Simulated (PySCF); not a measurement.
# Relaxation of singlet B(OH)₃

All numbers come from PySCF, PBE0, basis B def2-TZVP, O def2-TZVP, H def2-TZVP (no relativity, density fitting). A (50,194) grid was used.

A hand-made trigonal planar (heavy-atom frame) start, of C3h symmetry, held to at least that symmetry:

```xyz
7
charge 0 multiplicity 1, angstrom
B     0.0000    0.0000    0.0000
O     1.4800    0.0000    0.0000
O    -0.7400    1.2817    0.0000
O    -0.7400   -1.2817    0.0000
H     2.0971   -0.7354    0.0000
H    -0.4117    2.1838    0.0000
H    -1.6854   -1.4484    0.0000
```

Optimiser trace:
| step | E − E(last) (kJ/mol) | largest gradient (Eh/bohr) |
| --- | --- | --- |
| 0 | 129.37 | 0.07080 |
| 1 | 27.92 | 0.02015 |
| 2 | 6.35 | 0.01567 |
| 3 | 0.29 | 0.00604 |
| 4 | 0.01 | 0.00088 |
| 5 | 0.00 | 0.00005 |

It ends at C3h with B–O 1.366 Å (×3), O–H 0.960 Å (×3); B–O–H 112.2° (×3), O–B–O 120.0° (×3). A frequency run shows a minimum.

Final geometry:
Z-matrix (Å, degrees; charge 0 multiplicity 1):
```
B
O  1 1.3662
O  1 1.3662 2 120.00
O  1 1.3662 2 120.00 3 180.00
H  2 0.9595 1 112.19 3 180.00
H  3 0.9595 1 112.19 2 0.00
H  4 0.9595 1 112.19 2 180.00
```

The relaxation took 13 s on 4 threads of a shared Arm Neoverse N1 host, with 142 basis functions and 6 gradients; the process peaked at 1.2 GiB.
